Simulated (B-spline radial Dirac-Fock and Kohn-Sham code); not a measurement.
**Ag⁴⁺: input and output of one calculation**

ΔSCF core binding energies without Breit or QED terms, calculated with an atomic code on a B-spline grid. Keys: rel is the Hamiltonian (dirac, or spin-free x2c and nr, where L3 and M5 stand for the whole 2p and 3d shells), method is hf or an exchange,correlation pair (spin-unpolarised, also for the hole states), nuc the nuclear model, radius_factor scales its radius, rmax is the box in bohr, h the logarithmic mesh step, order the B-spline order, points the quadrature points per cell, c_factor scales the speed of light, and damp, ndamp, maxit and tol steer the iteration. The run stops when the commutator error falls below 10·tol·max(1, Z/10), or the numerical noise floor, and the energy has settled to about 1e-8 Ha; the virial ratio is −V/T.

Input (task.json):

```json
{"items": [{"Z": 47, "q": 4, "cfg": [[1, 0, 2], [2, 0, 2], [2, 1, 6], [3, 0, 2], [3, 1, 6], [3, 2, 10], [4, 0, 2], [4, 1, 6], [4, 2, 7]], "A": 107, "rrms": 4.5454, "do": "settings", "holes": ["K", "L3", "M5"],
  "settings": [{"rel": "dirac", "method": "hf", "nuc": "fermi", "radius_factor": 1.0, "rmax": 45.0, "h": 0.3, "order": 8, "points": 10, "c_factor": 1.0, "maxit": 60, "damp": 0.5, "ndamp": 3, "tol": 1e-08, "cfg": "1s2 2s2 2p6 3s2 3p6 3d10 4s2 4p6 4d11"}]}]}
```

Command: `python xray2_run.py task.json out`

The program stops without a result: overfilled shell.

Q: One setting is unsound. Which, and why?

A: cfg puts more electrons in a shell than it can hold. With the default settings (Dirac Hartree-Fock): The ground state converged in 10 iterations, with total energy -5310.57188 Ha, virial ratio 1.95537 and highest orbital energy -67.97 eV. ΔSCF binding energies: K (1s) 25663.0 eV, L3 (2p3/2) 3429.1 eV, M5 (3d5/2) 437.6 eV.
